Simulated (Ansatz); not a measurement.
## Energy profile

The step: SiHCl₃ ([Cl][SiH]([Cl])[Cl]) + H₂ → SiH₂Cl₂ ([Cl][SiH2][Cl]) + HCl; bonds formed: Si1–H7, Cl2–H6; bonds broken: Si1–Cl2, H6–H7 (atoms numbered as in the saddle structure below).

| atom | x (Å) | y (Å) | z (Å) |
| --- | --- | --- | --- |
| Si1 | -0.3632 | 0.1017 | -0.2407 |
| Cl2 | 2.0094 | -0.3063 | -0.6258 |
| Cl3 | -0.9249 | -1.7989 | -0.6269 |
| Cl4 | -1.9432 | 0.9451 | 0.8099 |
| H5 | -0.2443 | 1.0553 | -1.3441 |
| H6 | 1.1151 | -0.0782 | 0.7618 |
| H7 | 0.3511 | 0.0813 | 1.2657 |

Electronic energies by CCSD(T) at an estimated basis limit (MP2 extrapolated from triple and quadruple zeta, plus CCSD(T) − MP2 in triple zeta), on PBE0-D4/def2-TZVP structures; SiH3Cl3, closed shell; no counterpoise correction. Ansatz 0.2.0; basis: def2-TZVPP and def2-QZVPP; cores frozen in the correlated methods. Extrapolation: Hartree–Fock as exp(−7.88 √X), correlation as X^−2.97.

Give the profile in kcal/mol, counted from the separated reactants. (Judge from chemistry; the value comes from the calculation.)

The calculation gives:
```csv
point,kcal/mol
"separated: SiHCl3 (linked as [Cl][SiH]([Cl])[Cl]; Si1, Cl2, Cl3, Cl4, H5; singlet) + H2 (H6, H7; singlet)",0.00
start structure,-0.49
saddle,56.92
end structure,16.16
"separated: SiH2Cl2 (linked as [Cl][SiH2][Cl]; Si1, Cl3, Cl4, H5, H7; singlet) + HCl (Cl2, H6; singlet)",18.51
```

No T1 diagnostic of these runs exceeds 0.011.

For scale, one of the runs: CCSD(T)/def2-TZVPP, 210 basis functions, launched by `ansatz run in.yaml --threads 4 --pin off --events-out ev --progress --plain --max-ram 9574MiB`. The run took 47 s on 4 CPU threads of an Arm Neoverse V2 (shared host), with 2.5 GiB of host memory at its peak.
